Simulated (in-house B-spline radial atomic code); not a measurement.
Atomic self-consistent-field run: the molybdenum ion Mo⁷⁺. Level of theory: Dirac-Kohn-Sham B97-1, spherical fractional occupations, Fermi nucleus of rms radius 4.4091 fm; calculated with a B-spline radial code for spherical atoms.

Command:
```bash
python run_scf.py task.json out
```
Settings (nuclear radius in fm, mass in u):
```
Z                42
configuration    [Ar] 3d10 4s2 4p5
hamiltonian      dirac
method           b97_1
spin_polarised   False
nucleus          fermi
rms_radius       4.4091
atomic_mass      97.9054
speed_of_light   137.035999084
```

Output (hartree, bohr):
```
 radial grid: 66 intervals, B-splines of order 8, outer radius 13.5065 bohr

 iter        energy (Eh)    residual
    1       -4030.752614    5.29e-01
    2       -4035.325770    3.92e-01
    3       -4036.815862    8.35e-02
    4       -4036.898830    1.84e-02
    5       -4036.902610    1.09e-02
    6       -4036.903882    4.76e-04
    7       -4036.903885    3.06e-05
    8       -4036.903885    9.23e-07
    9       -4036.903885    8.43e-09

 total energy                     -4036.90388
 kinetic                            4186.1638
 electron-nucleus                  -9612.6824
 Hartree                            1509.9842
 exact exchange                      -24.8257
 exchange-correlation                -95.5438

 first-order corrections (not in the total)
   Gaunt                             2.6941
   retardation                      -0.2672
   frequency dependence             -0.0166
   self-energy                       1.8111
   Uehling                          -0.2072
   Wichmann-Kroll                    0.0031
   recoil                            0.0159

 orbital      occ     eigenvalue          <r>       <r^2>       <1/r>       <r^4>       r_max    small
 1s1/2      2.000      -734.5102    0.0351653  0.00166868     43.5489 7.21115e-06     0.02287  2.35e-02
 2s1/2      2.000      -107.8425     0.153313   0.0277674     9.91772  0.00133179      0.1297  4.82e-03
 2p1/2      2.000       -99.4606     0.130778   0.0209943     9.88563 0.000886956       0.101  4.81e-03
 2p3/2      4.000       -95.5406      0.13534   0.0223561     9.41403 0.000992756      0.1048  4.66e-03
 3s1/2      2.000       -21.9132     0.427412     0.20932     3.40097   0.0677462      0.3833  1.29e-03
 3p1/2      2.000       -18.7174     0.421994    0.207357     3.29913   0.0700462      0.3706  1.24e-03
 3p3/2      4.000       -18.0632      0.43233    0.217413     3.18631   0.0768243      0.3799  1.19e-03
 3d3/2      4.000       -12.4323     0.410853    0.202697     2.99851   0.0789765      0.3201  1.08e-03
 3d5/2      6.000       -12.3082     0.414266    0.205923     2.96925   0.0813582      0.3228  1.07e-03
 4s1/2      2.000        -6.1563      1.04957     1.23834     1.30361     2.22043      0.9666  3.24e-04
 4p1/2      1.667        -5.1360       1.1158      1.4077     1.20949     2.92958       1.016  2.88e-04
 4p3/2      3.333        -5.0233      1.13695      1.4609     1.18082      3.1491       1.037  2.80e-04
```

Time taken, with all properties: 1.7 s on 1 thread of Arm Neoverse V2 (shared host).

For the Dirac Hamiltonian the kinetic term is c α·p + (β - 1)c².

Caution: exact exchange at fractional occupations of open shells leaves self-interaction of up to several eV.
